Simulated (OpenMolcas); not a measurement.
# V³⁺: effect of the basis set

```
Program             : OpenMolcas
Method              : RASSCF
Active space        : 8 electrons in 8 orbitals (RAS1 3p, at most 2 holes; RAS2 3d)
State averaging     : 2S+1 = 3 even, 10 roots; 2S+1 = 1 even, 15 roots
Spin-orbit coupling : state interaction with AMFI integrals over the reference wave functions, term energies averaged over their components
```

A. ANO-RCC-VTZP [6s5p3d2f1g], DKH2, point nucleus; cost about 19 core-seconds
B. ANO-R2 [6s4p4d2f1g], X2C, finite nucleus; cost roughly 12 core-seconds
C. ANO-RCC-VQZP [7s6p4d3f2g1h], DKH2, point nucleus; cost of the order of 24 core-seconds

Energies in cm-1 above 3d2 3F2, the measured ground level; measured values from Sugar and Corliss, J. Phys. Chem. Ref. Data 7, 1191 (1978).

```tsv
Level	A	B	C	Measured
3d2 3F2	0.0	0.0	0.0	0.0
3d2 3F3	350	336	341	325
3d2 3F4	801	770	781	735
3d2 1D2	12735	12856	12816	10959
3d2 3P0	15632	15758	15717	
3d2 3P1	15754	15874	15835	13239
3d2 3P2	16010	16119	16084	13458
3d2 1G4	22255	22450	22385	18391
3d2 1S0	46117	46523	46367	42462
```

Deviations, from unrounded energies. A percentage is the sum of absolute deviations over the sum of measured energies, with the sign that they share, or ± where signs differ.

| Against measurement | Levels | A | B | C |
| --- | --- | --- | --- | --- |
| mean absolute deviation (cm-1) | 7 | 2100 | 2200 | 2100 |
| fine structure of the ground term (%) | 2 | +8.6 | +4.3 | +5.8 |
| other terms of the ground configuration (%) | 5 | +14.6 | +15.5 | +15.2 |

A, C lie about equally close to measurement and B furthest from it. The largest miss of A in the table is 3d2 1G4, by +3900 cm-1. The ranking rests on the paired levels alone, and a cruder setting can come out closer through cancelling errors.

Among A to C the level of the table that moves most is 3d2 1S0, by 410 cm-1 (lowest in A, highest in B).

Without dynamic correlation excited terms often stand tens of per cent too high (terms of higher spin than the ground term too low), and those without a measured partner can miss by more than the paired ones. Active for correlation alone: 3p; no level in the range computed is led by a configuration that opens it, so any true level of that kind is missing. Computed and measured levels are paired by configuration, term and J; levels that our copy of the source lacks, or whose pairing is in doubt (as where it misses far off the trend of its configuration), stay unpaired and out of the deviations. Only configurations of the active space appear.
